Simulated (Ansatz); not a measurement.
Harmonic frequencies (cm⁻¹) at PBE0-D4/def2-TZVP from Ansatz: 83, 234, 498, 554, 667, 767, 1239, 1416, 1429, 3025, 3105, 3131.

(1) Which molecule is it?
A. `O[Si]O[SiH3]`
B. `C[Si]C`
C. `C[Si]Cl`
D. `CO[Si]Br`

Answers

(1) C.
